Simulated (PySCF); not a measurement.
RbCl, SMILES [Cl][Rb].

Geometry optimised at PBE0-D3(BJ)/def2-TZVPD. The def2 effective core potentials stand for the cores of Rb; spin–orbit coupling is left out.

All values below come from PBE0-D3(BJ)/def2-TZVPD run with PySCF.

Frequencies are harmonic and unscaled.

Estimate the vibrational spectrum. (An estimate is asked for; the answer gives what the named calculation found.)


| mode | ν (cm⁻¹) | IR (km/mol) | moving atoms (share of kinetic energy) |
|---|---|---|---|
| 1 | 224 | 45.0 | Cl 71 %, Rb 29 % |
